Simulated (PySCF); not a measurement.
# Relaxation of singlet HgH₂

Level of theory: PBE0 in PySCF with Hg def2-TZVP with ECP60, H def2-TZVP; scalar-relativistic core potentials, no spin–orbit coupling; density-fitted integrals. A (50,194) grid was used.

A hand-made bent start, of C2v symmetry, held to at least that symmetry:

Coordinates in bohr (charge 0 multiplicity 1):
```
Hg    0.0000    0.0000   -0.0177
H     2.5542    0.0000    1.7708
H    -2.5542    0.0000    1.7708
```

Optimiser trace:
```csv
step,E − E(last) (kJ/mol),largest gradient (Eh/bohr)
0,178.42,0.03224
1,96.78,0.04282
2,41.46,0.03139
3,27.05,0.02467
4,0.58,0.00463
5,0.10,0.00224
6,0.00,0.00005
```

It ends at D∞h with Hg–H 1.649 Å (×2); H–Hg–H 180.0°. No frequency check is given, so it may be a saddle point. Other isomers or separated fragments may lie lower.

With an element this heavy the missing spin–orbit coupling can shift these numbers.
